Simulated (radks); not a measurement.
Q: All-electron atom: Ar4+ in [Ne] 3s2 3p2. Method: Dirac Kohn-Sham, LB94 model potential, spin-unpolarised, spherical densities, finite nucleus; open shells fill j = l - 1/2 first; Fermi nuclear charge, rms radius 3.4274 fm; computed with a radial shooting solver on a logarithmic mesh with Libxc functionals. Some entries of the table are withheld. Estimate them.

| orbital | occ. | eigenvalue (Ry) | <1/r> (bohr^-1) |
|---|---|---|---|
| 1s1/2 | 2 | -238.4716 | 17.73 |
| 2s1/2 | 2 | -28.10339 | (1) |
| 2p1/2 | 2 | (2) | (3) |
| 2p3/2 | 4 | (4) | (5) |
| 3s1/2 | 2 | (6) | 1.121 |
| 3p1/2 | 2 | -5.38447 | (7) |
| 3p3/2 | 0 | -5.36276 | (8) |
| 3d3/2 | 0 | (9) | 0.8414 |
| 3d5/2 | 0 | (10) | 0.8405 |
| 4s1/2 | 0 | -2.81055 | 0.5177 |

A: 
(1) 2s1/2 <1/r> (bohr^-1): 3.561
(2) 2p1/2 eigenvalue (Ry): -23.33624
(3) 2p1/2 <1/r> (bohr^-1): 3.507
(4) 2p3/2 eigenvalue (Ry): -23.16548
(5) 2p3/2 <1/r> (bohr^-1): 3.476
(6) 3s1/2 eigenvalue (Ry): -6.53417
(7) 3p1/2 <1/r> (bohr^-1): 1.034
(8) 3p3/2 <1/r> (bohr^-1): 1.028
(9) 3d3/2 eigenvalue (Ry): -3.70391
(10) 3d5/2 eigenvalue (Ry): -3.70202
